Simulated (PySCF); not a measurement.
Numbering as in the mapped SMILES `[CH3:1]/[N:2]=[CH:3]/[SiH:4]1[NH:5][SiH2:6][NH:7][SiH2:8][NH:9]1`. Each H is labelled by its parent atom. Ha(Si6), Ha(Si8) are cis to C3 on the ring; Hb(Si6), Hb(Si8) are trans to C3 on the ring.

Geometry: PBE0-D3(BJ)/def2-SVP; GIAO shifts from PySCF, gas phase, non-relativistic, averaged over equivalent atoms.

At PBE0/pcSseg-1 (234 basis functions, 66 s wall time on 1 thread of an AMD EPYC 7R43 64-Core, shared host):
```json
{"atoms": "C3", "δ (ppm)": "181.1"}
{"atoms": "C1", "δ (ppm)": "56.8"}
{"atoms": "N2", "δ (ppm)": "440.0"}
{"atoms": "N5/N9", "δ (ppm)": "39.8"}
{"atoms": "N7", "δ (ppm)": "31.2"}
{"atoms": "Si6/Si8", "δ (ppm)": "-34.0"}
{"atoms": "Si4", "δ (ppm)": "-39.0"}
{"atoms": "H(C3)", "δ (ppm)": "8.44"}
{"atoms": "Ha(Si6)/Ha(Si8)", "δ (ppm)": "5.38"}
{"atoms": "H(Si4)", "δ (ppm)": "5.32"}
{"atoms": "Hb(Si6)/Hb(Si8)", "δ (ppm)": "5.25"}
{"atoms": "H(C1)", "δ (ppm)": "3.67"}
{"atoms": "H(N5)/H(N9)", "δ (ppm)": "1.41"}
{"atoms": "H(N7)", "δ (ppm)": "0.62"}
```

δ = σ(ref) − σ, references computed at the same level: TMS for ¹³C (184.41 ppm), ²⁹Si (351.99 ppm), ¹H (31.27 ppm); ¹⁵N (265.67 ppm) vs NH3.

Problem. Predict the values at wB97X-D/pcSseg-1 on the same geometry.

Solution. 
```
          atoms  δ at wB97X-D/pcSseg-1  change
             C3                  181.8    +0.7
             C1                   56.4    -0.4
             N2                  439.6    -0.4
          N5/N9                   35.9    -3.9
             N7                   26.9    -4.3
        Si6/Si8                  -33.7    +0.3
            Si4                  -37.4    +1.6
          H(C3)                   8.37   -0.07
Ha(Si6)/Ha(Si8)                   5.23   -0.15
         H(Si4)                   5.19   -0.13
Hb(Si6)/Hb(Si8)                   5.10   -0.15
          H(C1)                   3.63   -0.04
    H(N5)/H(N9)                   1.39   -0.02
          H(N7)                   0.54   -0.08
```

δ = σ(ref) − σ, references computed at the same level: ¹³C (184.54 ppm) and ²⁹Si (352.93 ppm) and ¹H (31.38 ppm) against TMS; NH3 for ¹⁵N (263.98 ppm).

The largest change is at N7 (nitrogen bonded to 2 Si, H, in a 6-membered ring). Cost: 234 basis functions, 96 s wall time on 1 thread of an AMD EPYC 7R43 64-Core, shared host.

Experimental scales use liquid or dissolved standards, which lie at an offset from isolated NH3 (liquid NH3: subtract about 20 ppm). Unscaled 15N shifts of sp2 nitrogen come out 20 to 40 ppm too high even then.
